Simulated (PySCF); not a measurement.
Al(F)(NCO)(OMe) (C2H3AlFNO2), SMILES C[O][Al]([F])[N]=C=O. Coordinates come from a PBE-D3(BJ)/def2-SVP optimisation. The structure was generated by enumeration; whether it is a known compound was not checked. Other conformers were not sampled.

Computed equilibrium geometry at PBE-D3(BJ)/def2-SVP (PySCF confirms it by a frequency run) as a Z-matrix, and its point group (one conformer of several):
point group Cs.
```
Al
F 1 1.6640
O 1 1.6909 2 118.14
C 3 1.4054 1 136.01 2 180.00
H 4 1.1126 3 110.28 1 -120.78
H 4 1.1126 5 107.38 3 120.20
H 4 1.1146 5 107.72 6 115.77
N 1 1.7707 2 119.29 3 180.00
C 8 1.2129 2 148.74 1 180.00
O 9 1.1812 7 130.97 4 180.00
```
